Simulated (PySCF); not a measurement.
1,1-dichloro-3,3-difluoroprop-1-ene (C3H2Cl2F2), SMILES C(Cl)(Cl)=CC(F)F. Heavy atoms are numbered as in [F:1][CH:2]([F:3])[CH:4]=[C:5]([Cl:6])[Cl:7]. Hydrogens are named by the atom that carries them.

Geometry optimised at B3LYP-D3(BJ)/def2-SVP. The values are those of a single conformer.

Computed with PBE0/def2-TZVP (PySCF).

Atomic charges (e), one atom of each kind:

| atom | IAO | Löwdin |
|---|---|---|
| F1 | -0.30 | 0.15 |
| C2 (CH) | 0.45 | -0.46 |
| C4 (CH) | -0.21 | -0.20 |
| C5 | -0.02 | -0.75 |
| Cl6 | 0.02 | 0.41 |
| H on C2 | 0.15 | 0.13 |
| H on C4 | 0.19 | 0.16 |

Task: Give the Mayer and Wiberg (Löwdin basis) orders of the bonds. (Estimate from the structure and the level; the computed values follow.)

Result: 
| bond | Mayer | Wiberg |
|---|---|---|
| F1–C2 | 1.08 | 1.71 |
| C2–F3 | 1.08 | 1.71 |
| C2–C4 | 1.01 | 1.20 |
| C4–C5 | 1.81 | 2.02 |
| C5–Cl6 | 1.15 | 1.71 |
| C5–Cl7 | 1.13 | 1.73 |
